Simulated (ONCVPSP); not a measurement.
**bismuth (Bi): one change to an ONCV potential, before and after**

bismuth, optimised norm-conserving Vanderbilt (ONCV), made with ONCVPSP 4.0.1 (LDA (Perdew-Wang 92), fully relativistic). Core [Kr] 4d10 4f14, reference 5s2 5p6 5d10 6s2 6p2.5 (charge +0.5). Waves: 5s+6s: rc 1.40 bohr, ncon 4, nbas 8, qcut 9.2 1/bohr, 2 projectors; 5p+6p: rc 1.75 bohr, ncon 4, nbas 7, qcut 7.9 1/bohr, 2 projectors; 5d: rc 1.25 bohr, ncon 4, nbas 8, qcut 9 1/bohr, 2 projectors, debl 2.7 Ha. Local part: polynomial inside 0.80 bohr (lpopt 5, dvloc0 1 Ha). Core correction: Teter function fitted to the true core (icmod 2), fcfact 0.25.

Open shells are filled in proportion to 2j + 1.

All-electron outer shells of the reference configuration (LDA (PZ), scalar-relativistic, ld1.x):

```tsv
shell	level (eV)	outermost node (bohr)	outermost maximum (bohr)
4d	-433.82	0.19	0.38
5s	-161.94	0.44	0.77
4f	-156.87	–	0.34
5p	-99.87	0.48	0.86
5d	-31.08	0.51	1.03
6s	-18.46	0.98	1.86
6p	-8.11	1.14	2.41
```

Change: d: rc 0.92.

Cutoffs: the cutoffs (Ha) at which the residual kinetic energy of the hardest occupied pseudo-wave falls to 1 and 0.1 mHa per electron; they do not see the model core or the augmentation charge, which bear on the density cutoff. Errors are all-electron minus pseudo energies relative to the spin-unpolarised reference configuration.

**Question.** Predict the effect on cutoff, ghosts and configuration errors.

**Answer.** The potential gets harder (32 Ha and 37 Ha → 171 Ha and 281 Ha); both files keep a bound ghost (s); the errors of the 4 common tests hardly move. A smaller radius makes the pseudo-wave follow the all-electron one further in, where it bends more sharply, so more plane waves are needed.

| quantity | base | changed |
| --- | --- | --- |
| cutoff, loose | 32 Ha | 171 Ha |
| cutoff, tight | 37 Ha | 281 Ha |
| loose cutoff by channel | s 32 Ha, p 23 Ha, d 27 Ha | s 32 Ha, p 23 Ha, d 171 Ha |
| bound ghosts | s | s |
| GHOST(+) flags under 300 eV | p3/2 at 124.9 eV, p1/2 at 195.9 eV | p3/2 at 124.9 eV, p1/2 at 195.9 eV |
| error for 5s2 5p6 5d10 6s2 6p3, meV [ΔE -3.28 eV] | -0.1 | -0.1 |
| error for 5s2 5p6 5d10 6s2 6p2, meV [ΔE 5.02 eV] | 0.0 | 0.0 |
| error for 5s2 5p6 5d10 6s2 6p1, meV [ΔE 20.76 eV] | -0.2 | -0.2 |
| error for 5s2 5p6 5d10 6s1 6p3, meV [ΔE 15.68 eV] | -0.3 | -0.3 |
| s: phases at 1.42 bohr within 0.05 rad from the reference energy up to (Ha; the scan ends near 5) | to the end of the scan | to the end of the scan |
| p3/2: phases at 1.77 bohr within 0.05 rad from the reference energy up to (Ha; the scan ends near 5) | 4.1 | 4.1 |
| p1/2: phases at 1.77 bohr within 0.05 rad from the reference energy up to (Ha; the scan ends near 5) | to the end of the scan | to the end of the scan |
| rms error of d²Exc/dni dnj with the model core, mHa | 3.44 | 3.43 |

 A true bound ghost makes a file unfit for plane-wave use even where its test errors are small: the radial tests pick states by their node count and pass the ghost by.
